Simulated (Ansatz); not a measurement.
Ansatz (an electronic-structure program) input file for C3H8BCl, SMILES CCB(C)Cl, r2SCAN-D4/def2-SVP. 

Ansatz 0.2 input:
```yaml
crystal:
  periodic: [false, false, false]
  atoms:
    - {symbol: B, position_ang: [0.15767628, 0.48032486, 0.23972626]}
    - {symbol: Cl, position_ang: [0.46648990, -1.06720448, 0.89862274]}
    - {symbol: C, position_ang: [0.70174246, 1.75173982, 1.00722042]}
    - {symbol: H, position_ang: [1.79129147, 1.77353255, 0.98017455]}
    - {symbol: H, position_ang: [0.43327510, 1.73344093, 2.06238168]}
    - {symbol: H, position_ang: [0.34809315, 2.68945310, 0.58693038]}
    - {symbol: C, position_ang: [-0.64815065, 0.62063848, -1.11957791]}
    - {symbol: C, position_ang: [-1.07838103, -0.68254009, -1.79613937]}
    - {symbol: H, position_ang: [-0.04944235, 1.20469569, -1.82595574]}
    - {symbol: H, position_ang: [-1.53798164, 1.23192756, -0.93643235]}
    - {symbol: H, position_ang: [-1.72470178, -1.25879616, -1.13825741]}
    - {symbol: H, position_ang: [-0.21063144, -1.29290379, -2.03528676]}
    - {symbol: H, position_ang: [-1.61987703, -0.47952745, -2.71779123]}
basis:
  gaussian:
    orbitals: def2-SVP
hamiltonian:
  xc: r2scan
  dispersion: d4
relax: {f_tol: 0.002, max_steps: 200}
```

Log of the run:

```
WARN ansatz: RAYON_NUM_THREADS=1 ignored (pool sized by the plan → 1); use --threads N
Functional definition: r2SCAN
integrals: 0.06 GiB planned
1287 factors; their error is unknown
mean field: 0.35 GiB planned
mean field evaluation 1: about -16419.9843 eV, gradient 6.9e1 eV
mean field evaluation 2: about -16411.0716 eV, gradient 8.8e1 eV
mean field evaluation 4: about -16432.0429 eV, gradient 4.4e0 eV
mean field evaluation 8: about -16432.0980 eV, gradient 6.0e-2 eV
mean field evaluation 16: about -16432.0449 eV, gradient 1.3e-4 eV
mean field -16432.04494859 eV, -603.8665138205 hartree, gradient 1.4e-5 eV, S^2 0.000000; 0 other end points of the search recorded, 0 dependent functions left out
the calculation of the forces begins
reference -16432.04495868 eV, -603.8665141913 hartree; 24, 24 occupied and 90, 90 virtual orbitals, 1287 factors
relax step   1: F+E_penalty+E_count = -16432.11111446 eV  Δ(F+E_penalty+E_count) = +0.000e0 eV  max|allowed force component| = 1.969e0 eV/Å  Δτ_max = 0.0000 Å  (28 SCF iters, accepted)
these checks for a lower state are left out or cut short: starts, cluster_reference, orbital_swaps, neighbouring_geometries, increment
integrals: 0.06 GiB planned
1287 factors; their error is unknown
mean field: 0.35 GiB planned
mean field -16432.12935547 eV, -603.8696157163 hartree, gradient 9.4e-6 eV, S^2 0.000000; 0 other end points of the search recorded, 0 dependent functions left out
the calculation of the forces begins
reference -16432.12936560 eV, -603.8696160883 hartree; 24, 24 occupied and 90, 90 virtual orbitals, 1287 factors
relax step   2: F+E_penalty+E_count = -16432.19534767 eV  Δ(F+E_penalty+E_count) = -8.423e-2 eV  max|allowed force component| = 1.018e0 eV/Å  Δτ_max = 0.0437 Å  (29 SCF iters, accepted)
these checks for a lower state are left out or cut short: starts, cluster_reference, orbital_swaps, neighbouring_geometries, increment
integrals: 0.06 GiB planned
1287 factors; their error is unknown
mean field: 0.35 GiB planned
mean field evaluation 32: about -16432.1559 eV, gradient 9.9e-6 eV
mean field -16432.15589134 eV, -603.8705908916 hartree, gradient 9.9e-6 eV, S^2 0.000000; 0 other end points of the search recorded, 0 dependent functions left out
the calculation of the forces begins
reference -16432.15590145 eV, -603.8705912629 hartree; 24, 24 occupied and 90, 90 virtual orbitals, 1287 factors
relax step   3: F+E_penalty+E_count = -16432.22186395 eV  Δ(F+E_penalty+E_count) = -2.652e-2 eV  max|allowed force component| = 1.861e-1 eV/Å  Δτ_max = 0.0340 Å  (29 SCF iters, accepted)
these checks for a lower state are left out or cut short: starts, cluster_reference, orbital_swaps, neighbouring_geometries, increment
integrals: 0.06 GiB planned
1287 factors; their error is unknown
mean field: 0.35 GiB planned
mean field -16432.15698731 eV, -603.8706311677 hartree, gradient 9.3e-6 eV, S^2 0.000000; 0 other end points of the search recorded, 0 dependent functions left out
the calculation of the forces begins
reference -16432.15699742 eV, -603.8706315392 hartree; 24, 24 occupied and 90, 90 virtual orbitals, 1287 factors
relax step   4: F+E_penalty+E_count = -16432.22291688 eV  Δ(F+E_penalty+E_count) = -1.053e-3 eV  max|allowed force component| = 5.447e-2 eV/Å  Δτ_max = 0.0149 Å  (29 SCF iters, accepted)
these checks for a lower state are left out or cut short: starts, cluster_reference, orbital_swaps, neighbouring_geometries, increment
integrals: 0.06 GiB planned
1287 factors; their error is unknown
mean field: 0.35 GiB planned
mean field -16432.15714769 eV, -603.8706370613 hartree, gradient 9.3e-6 eV, S^2 0.000000; 0 other end points of the search recorded, 0 dependent functions left out
the calculation of the forces begins
reference -16432.15715780 eV, -603.8706374329 hartree; 24, 24 occupied and 90, 90 virtual orbitals, 1287 factors
relax step   5: F+E_penalty+E_count = -16432.22308961 eV  Δ(F+E_penalty+E_count) = -1.727e-4 eV  max|allowed force component| = 3.895e-2 eV/Å  Δτ_max = 0.0094 Å  (30 SCF iters, accepted)
these checks for a lower state are left out or cut short: starts, cluster_reference, orbital_swaps, neighbouring_geometries, increment
integrals: 0.06 GiB planned
1287 factors; their error is unknown
mean field: 0.35 GiB planned
mean field -16432.15725640 eV, -603.8706410565 hartree, gradient 9.3e-6 eV, S^2 0.000000; 0 other end points of the search recorded, 0 dependent functions left out
the calculation of the forces begins
reference -16432.15726651 eV, -603.8706414281 hartree; 24, 24 occupied and 90, 90 virtual orbitals, 1287 factors
relax step   6: F+E_penalty+E_count = -16432.22320301 eV  Δ(F+E_penalty+E_count) = -1.134e-4 eV  max|allowed force component| = 5.655e-3 eV/Å  Δτ_max = 0.0082 Å  (30 SCF iters, accepted)
these checks for a lower state are left out or cut short: starts, cluster_reference, orbital_swaps, neighbouring_geometries, increment
integrals: 0.06 GiB planned
1287 factors; their error is unknown
mean field: 0.35 GiB planned
mean field -16432.15727940 eV, -603.8706419018 hartree, gradient 1.3e-5 eV, S^2 0.000000; 0 other end points of the search recorded, 0 dependent functions left out
the calculation of the forces begins
reference -16432.15728951 eV, -603.8706422734 hartree; 24, 24 occupied and 90, 90 virtual orbitals, 1287 factors
relax step   7: F+E_penalty+E_count = -16432.22322545 eV  Δ(F+E_penalty+E_count) = -2.244e-5 eV  max|allowed force component| = 6.745e-3 eV/Å  Δτ_max = 0.0035 Å  (23 SCF iters, accepted)
these checks for a lower state are left out or cut short: starts, cluster_reference, orbital_swaps, neighbouring_geometries, increment
integrals: 0.06 GiB planned
1287 factors; their error is unknown
mean field: 0.35 GiB planned
mean field evaluation 64: about -16432.1573 eV, gradient 1.1e-5 eV
mean field -16432.15728731 eV, -603.8706421922 hartree, gradient 1.0e-5 eV, S^2 0.000000; 0 other end points of the search recorded, 0 dependent functions left out
the calculation of the forces begins
reference -16432.15729742 eV, -603.8706425638 hartree; 24, 24 occupied and 90, 90 virtual orbitals, 1287 factors
relax step   8: F+E_penalty+E_count = -16432.22323470 eV  Δ(F+E_penalty+E_count) = -9.254e-6 eV  max|allowed force component| = 7.012e-4 eV/Å  Δτ_max = 0.0026 Å  (23 SCF iters, accepted)
these checks for a lower state are left out or cut short: starts, cluster_reference, orbital_swaps, neighbouring_geometries, increment
integrals: 0.06 GiB planned
1287 factors; their error is unknown
mean field: 0.35 GiB planned
mean field -16432.15728957 eV, -603.8706422753 hartree, gradient 9.2e-6 eV, S^2 0.000000; 0 other end points of the search recorded, 0 dependent functions left out
the calculation of the forces begins
reference -16432.15729968 eV, -603.8706426469 hartree; 24, 24 occupied and 90, 90 virtual orbitals, 1287 factors
relax step   9: F+E_penalty+E_count = -16432.22323706 eV  Δ(F+E_penalty+E_count) = -2.365e-6 eV  max|allowed force component| = 1.219e-3 eV/Å  Δτ_max = 0.0027 Å  (22 SCF iters, accepted)
these checks for a lower state are left out or cut short: starts, cluster_reference, orbital_swaps, neighbouring_geometries, increment
integrals: 0.06 GiB planned
1287 factors; their error is unknown
mean field: 0.35 GiB planned
mean field -16432.15729138 eV, -603.8706423421 hartree, gradient 1.3e-5 eV, S^2 0.000000; 0 other end points of the search recorded, 0 dependent functions left out
the calculation of the forces begins
reference -16432.15730149 eV, -603.8706427137 hartree; 24, 24 occupied and 90, 90 virtual orbitals, 1287 factors
relax step  10: F+E_penalty+E_count = -16432.22323841 eV  Δ(F+E_penalty+E_count) = -1.345e-6 eV  max|allowed force component| = 8.745e-4 eV/Å  Δτ_max = 0.0030 Å  (22 SCF iters, accepted)
integrals: 0.06 GiB planned
1287 factors; their error is unknown
mean field: 0.35 GiB planned
mean field evaluation 96: about -16432.1573 eV, gradient 1.3e-5 eV
mean field -16432.15729138 eV, -603.8706423421 hartree, gradient 1.3e-5 eV, S^2 0.000000; 1 other end points of the search recorded, 0 dependent functions left out
the calculation of the forces begins
reference -16432.15730149 eV, -603.8706427137 hartree; 24, 24 occupied and 90, 90 virtual orbitals, 1287 factors
Total energy: -16432.22324852 eV, -603.8730662222 hartree
Atom 0 at     0.148059     0.510779     0.234354 Å, force     0.000875     0.000414    -0.000235 eV/Å
Atom 1 at     0.474044    -1.089004     0.951845 Å, force    -0.000148    -0.000044     0.000001 eV/Å
Atom 2 at     0.694677     1.765558     0.992961 Å, force    -0.000207     0.000605    -0.000382 eV/Å
Atom 3 at     1.799535     1.741905     0.979467 Å, force    -0.000289    -0.000340     0.000206 eV/Å
Atom 4 at     0.416065     1.743812     2.059631 Å, force     0.000177     0.000102    -0.000008 eV/Å
Atom 5 at     0.369991     2.721794     0.555125 Å, force     0.000047    -0.000257     0.000303 eV/Å
Atom 6 at    -0.649880     0.598421    -1.110507 Å, force    -0.000681    -0.000241    -0.000702 eV/Å
Atom 7 at    -1.080064    -0.685507    -1.812202 Å, force    -0.000640    -0.000489     0.000656 eV/Å
Atom 8 at    -0.046345     1.241323    -1.784384 Å, force     0.000272     0.000049     0.000591 eV/Å
Atom 9 at    -1.527100     1.241892    -0.886186 Å, force     0.000370    -0.000313    -0.000051 eV/Å
Atom 10 at    -1.721145    -1.299466    -1.160583 Å, force    -0.000067     0.000021    -0.000288 eV/Å
Atom 11 at    -0.209430    -1.306535    -2.075357 Å, force     0.000273     0.000431    -0.000064 eV/Å
Atom 12 at    -1.639006    -0.480191    -2.738548 Å, force     0.000019     0.000064    -0.000025 eV/Å
Dipole moment:    -0.039353     0.293975    -0.109926 e Å
```

Self-consistency was reached.
